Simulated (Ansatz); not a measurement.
Program: Ansatz. Geometries: PBE0-D4/def2-TZVP. ΔE: electronic, gas phase. CBS: MP2 limit from def2 TZ/QZ plus the TZ coupled-cluster correction, frozen cores. This one scheme is used for every species. DFT in def2-TZVPP. B3LYP here is the variant with VWN-RPA as its local correlation; programs differ in this. For Zn outer-core shells are correlated without core-valence functions, which leaves a few kJ/mol of doubt a bond. Scalar relativity is left out up to krypton. Each species was taken in one conformer, which may not be the lowest.

Consider the ligand exchange at a Zn–C bond: `[SiH3]C1N=[C]1[ZnH]` + `N=CO` → `O/C=[N]/[ZnH]` + `[SiH3]C1C=N1`.

```
             level  ΔE (kJ/mol)  difference from CCSD(T)/CBS
            PBE-D4         -1.2                          0.0
           PBE0-D4          2.1                          3.3
          B3LYP-D4         -2.0                         -0.8
            B2PLYP         -4.6                         -3.4
    MP2/def2-TZVPP         -2.7                         -1.5
SCS-MP2/def2-TZVPP         -2.0                         -0.8
   CCSD/def2-TZVPP          1.7                          2.9
     HF/def2-QZVPP          0.6                          1.8
    MP2/def2-QZVPP         -4.6                         -3.4
     MP2/CBS(def2)         -5.2                         -4.0
       CCSD(T)/CBS         -1.2                            0
```

Largest T1 diagnostic among the species: 0.017.

From PBE to PBE0 (25 % exact exchange), in def2-TZVPP and without D4, ΔE moves by +3.3 kJ/mol.
